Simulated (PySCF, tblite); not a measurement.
`FC1=C[C@H](Cl)C=C1`. Computed geometry: GFN2-xTB, gas phase.

```
atom  x, y, z in Å
F1    -1.9897    1.5960   -0.6133
C2    -0.9775    0.7768   -0.3242
C3    -1.0672   -0.5152    0.0097
C4     0.3222   -1.0216    0.2228
Cl5    0.5502   -1.6507    1.8873
C6     1.1802    0.1820   -0.0216
C7     0.4072    1.2214   -0.3502
H8    -1.9481   -1.1144    0.1240
H9     0.5716   -1.8513   -0.4431
H10    2.2485    0.1565    0.0737
H11    0.7082    2.2231   -0.5910
```

**Question.** Which two atoms are farthest apart?

**Answer.** F1···Cl5, 4.82 Å; the next longest distance is 4.60 Å.

**Question.** Work out the bond lengths C3–C4, C3–H8, C4–C6, C6=C7, C7–H11 in Å.

**Answer.** For C3–C4 the difference vector is (1.3894, -0.5064, 0.2131) Å, of length 1.4941 Å. C3–C4 1.494; C3–H8 1.071; C4–C6 1.498; C6=C7 1.336; C7–H11 1.073 Å.

**Question.** How far apart are these pairs, which share no bond: C2···C4, C2···H9, C3···C7, C4···C7?

**Answer.** C2···C4 2.285 Å (2 bonds apart); C2···H9 3.053 Å (3 bonds apart); C3···C7 2.306 Å (2 bonds apart); C4···C7 2.317 Å (2 bonds apart).

**Question.** Where is the centre of mass (commonest isotopes), and what is the radius of gyration?

**Answer.** Mass 117.999 u; centre at (-0.158, -0.172, 0.406) Å; Rg = √(Σ m r²/M) = 1.942 Å. As Ia + Ib + Ic = 2 Σ m r², the three principal moments sum to 890.0 u·Å².

**Question.** Give the dihedral angles C4–C6–C7–C2, H8–C3–C4–Cl5, F1–C2–C3–H8, C3–C4–C6–C7.

**Answer.** C4–C6–C7–C2 1° (synperiplanar); H8–C3–C4–Cl5 -59° (synclinal); F1–C2–C3–H8 -1° (synperiplanar); C3–C4–C6–C7 -1° (synperiplanar). Dihedral signs follow IUPAC: positive where, seen along the central bond, the front bond turns clockwise onto the rear one.

**Question.** How far are the heavy atoms from their best plane (unweighted least squares)?

**Answer.** 0.343 Å rms; F1 0.25, C2 0.02, C3 0.38, C4 0.52, Cl5 0.55, C6 0.11, C7 0.19 Å (magnitudes).

**Question.** Write the matrix of distances between heavy atoms (Å, lower triangle).

**Answer.** 
```
F1    0.000
C2    1.334  0.000
C3    2.387  1.337  0.000
C4    3.591  2.285  1.494  0.000
Cl5   4.821  3.622  2.726  1.794  0.000
C6    3.521  2.259  2.353  1.498  2.720  0.000
C7    2.440  1.455  2.306  2.317  3.644  1.336  0.000
```

Its GFN2-xTB frequencies are all real (lowest 96 cm⁻¹).
